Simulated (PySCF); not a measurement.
## Scalar relativity in Si⁻ (silicon, charge -1)

[Ne] 3s2 3p3, high-spin 4S determinant; UHF calculated with PySCF 2.14 in dyall-acv3z, once non-relativistic with a point nucleus and once with spin-free X2C-1e and a Gaussian nucleus.

| shell | ε non-rel. (eV) | ε X2C (eV) | rms r non-rel. (bohr, spins averaged) | rms r X2C (bohr, spins averaged) | change of radius (%) |
| --- | --- | --- | --- | --- | --- |
| 1s α | -1865.6 | -1870.1 | 0.1292 | 0.1287 | -0.40 |
| 1s β | -1865.3 | -1869.8 | 0.1292 | 0.1287 | -0.40 |
| 2s α | -160.63 | -161.35 | 0.6144 | 0.6125 | -0.31 |
| 2s β | -160.33 | -161.04 | 0.6144 | 0.6125 | -0.31 |
| 2p α | -109.12 | -109.09 | 0.5995 | 0.5990 | -0.08 |
| 2p β | -108.49 | -108.46 | 0.5995 | 0.5990 | -0.08 |
| 3s α | -10.903 | -10.947 | 2.517 | 2.510 | -0.27 |
| 3s β | -5.556 | -5.615 | 2.517 | 2.510 | -0.27 |
| 3p α | -1.688 | -1.680 | 3.619 | 3.623 | 0.11 |

The total energy goes from -288.8898 to -289.4941 hartree.

Relativity contracts and stabilises s shells directly. The contracted s shells screen the nucleus better, so for spin-averaged p shells the direct and indirect effects partly cancel.
